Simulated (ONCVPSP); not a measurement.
# Transferability test, ONCV potential for mercury (Hg)

```
Element                 : mercury (Hg)
Generator               : ONCVPSP 4.0.1
Type                    : optimised norm-conserving Vanderbilt (ONCV)
Functional              : LDA (Perdew-Wang 92)
Relativity              : fully relativistic
Frozen core             : [Kr] 4d10 4f14
Valence charge          : 20
Reference configuration : 5s2 5p6 5d10 6s1 (charge +1)
Partial waves           : 5s+6s: rc 1.75 bohr, ncon 4, nbas 7, qcut 6.7 1/bohr, 3 projectors, debl 2.9 Ha; 5p: rc 1.35 bohr, ncon 4, nbas 7, qcut 10.4 1/bohr, 2 projectors, debl 1.1 Ha; 5d: rc 1.40 bohr, ncon 4, nbas 8, qcut 6.8 1/bohr, 2 projectors, debl 0.4 Ha
Local potential         : polynomial inside 1.30 bohr (lpopt 5, dvloc0 4 Ha)
Core correction         : polynomial model core, fcfact 0.7
```

Open shells are filled in proportion to 2j + 1.

In the p channel the program set the typed energies aside and used -2.607, 0.250 Ha (j = l + 1/2; the other j can differ). In the d channel the program set the typed energies aside and used -0.675, 0.250 Ha (j = l + 1/2; the other j can differ).

Energies are relative to the spin-unpolarised reference configuration 5s2 5p6 5d10 6s1; without spin polarisation the order of configurations can differ from experiment.

```
valence configuration  charge  ΔE all-electron (eV)  error AE − PS (meV)
     5s2 5p6 5d10 6s0      +2                19.397                 -5.6
      5s2 5p6 5d9 6s0      +3                55.220                 -5.1
```

Problem. What are ΔE and the potential's error for 5s2 5p6 5d10 6s2?

Solution. ΔE = -11.053 eV all-electron; the error (AE − PS) is -2.8 meV.

Problem. What are ΔE and the potential's error for 5s2 5p6 5d9 6s2?

Solution. ΔE = 4.707 eV all-electron; the error (AE − PS) is -9.6 meV.

Levels in the configuration 5s2 5p6 5d9 6s2:

```json
{"level": "5s j=1/2", "all-electron (eV)": "-130.894", "pseudo (eV)": "-130.784"}
{"level": "5p j=3/2", "all-electron (eV)": "-74.201", "pseudo (eV)": "-74.198"}
{"level": "5p j=1/2", "all-electron (eV)": "-92.828", "pseudo (eV)": "-92.801"}
{"level": "5d j=5/2", "all-electron (eV)": "-20.895", "pseudo (eV)": "-20.905"}
{"level": "5d j=3/2", "all-electron (eV)": "-22.881", "pseudo (eV)": "-22.889"}
{"level": "6s j=1/2", "all-electron (eV)": "-16.271", "pseudo (eV)": "-16.260"}
```
